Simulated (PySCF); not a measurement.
A structure optimised at PBE0-D3(BJ)/def2-SVP, used in a PySCF frequency run:

```xyz
12

Ti     0.1075     1.4313     0.0000
O     -0.3721    -0.2159     0.0000
C     -0.6627    -1.5850     0.0000
C      0.6032    -2.4118     0.0000
H     -1.2781    -1.8049    -0.8891
H     -1.2781    -1.8049     0.8891
H      1.2087    -2.1940    -0.8922
H      0.3573    -3.4843     0.0000
H      1.2087    -2.1940     0.8922
H      1.0307     1.6675     1.4070
H     -1.3103     2.3674     0.0000
H      1.0307     1.6675    -1.4070
```

Q: Write its SMILES, formula and point group.

A: CC[O][TiH3], C2H8OTi, Cs

Q: What are its rotational constants (standard atomic weights)?

A: 16.950, 2.0669, 1.9442 GHz
